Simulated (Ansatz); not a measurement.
The cluster Al₂Ga, relaxed as a doublet with UKS B3LYP-D4/def2-TZVP in Ansatz, starting from the GFN1-xTB geometry. Force threshold 0.02 eV/Å.

The structure comes from a short search, and lower isomers may exist.

Start:

```xyz
3

Al    0.7901    0.1484   -1.2249
Al    0.5687    0.1875    1.3334
Ga   -1.3587   -0.3359   -0.1086
```

Problem. Estimate the energy that the relaxation releases and the steps that it takes.

Solution. 0.3 kcal/mol, in 3 steps; 9 s on 2 threads of Intel Xeon 6975P-C on a shared host. No frequencies were taken in this run, so the end may be a saddle point.

Problem. Does the start keep its bonding and symmetry?

Solution. By distances, no bond broke or formed. The bond that changes most is Al2–Ga3, from 2.46 to 2.52 Å (atoms count from 1). Point group C2v at the start, C2v at the end, both within 0.05 Å.

Problem. Predict the relaxed structure.

Solution. 
```xyz
3

Al    0.8086    0.1531   -1.2220
Al    0.5903    0.1929    1.3357
Ga   -1.3988   -0.3459   -0.1137
```
Bond lengths (bridged metal pairs left out): 2 × Al–Ga 2.52 Å; 1 × Al–Al 2.57 Å.
